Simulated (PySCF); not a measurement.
A calculated (CAM-B3LYP, PySCF 2.14, aug-cc-pVTZ with one added diffuse shell each of s, p, d, f type, no relativity, point nucleus) atom or ion has these occupied shells.

| shell | electrons | orbital energy (eV) | rms radius, mean of both spins (bohr) |
| --- | --- | --- | --- |
| 1s | 2 | -661.87 | 0.205 |
| 2s | 2 | -21.459 | 1.16 |
| 2p | 6 | -1.865 | 1.59 |

Problem. Name the element and its charge.

Solution. F⁻ (fluorine, charge -1), in [Ne], closed-shell 1S.
